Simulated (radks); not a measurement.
The numbers below are computed, except where a source is named.
Xe XXXVIII, 17 electrons, occupied as [Ne] 3s2 3p5. Code: a radial shooting solver on a logarithmic mesh with Libxc functionals. Model: scalar-relativistic Kohn-Sham, SCAN, spin-polarised, spherical densities, finite nucleus; open shells are filled with parallel spins first (spin-orbit coupling, left out, can overturn this in heavy ions); meta-GGA in the generalised Kohn-Sham scheme; Fermi nuclear charge, rms radius 4.7859 fm. Some entries of the table are withheld. Estimate them.

orbital  occ.  eigenvalue (hartree)  r(max) (bohr)  <r^2> (bohr^2)
1s up       1             -1342.516        0.01716       0.0009639
1s down     1             -1342.421        0.01715       0.0009638
2s up       1                   (1)        0.09639         0.01510
2s down     1                   (2)        0.09642         0.01509
2p up       3             -252.5512        0.07737         0.01192
2p down     3             -252.4536        0.07740         0.01192
3s up       1             -103.1856         0.2628         0.08840
3s down     1             -102.8773         0.2629         0.08857
3p up       3             -96.84959         0.2538         0.08492
3p down     2             -96.53462         0.2539         0.08508

Answer. 
(1) 2s up eigenvalue (hartree): -272.3149
(2) 2s down eigenvalue (hartree): -272.2583
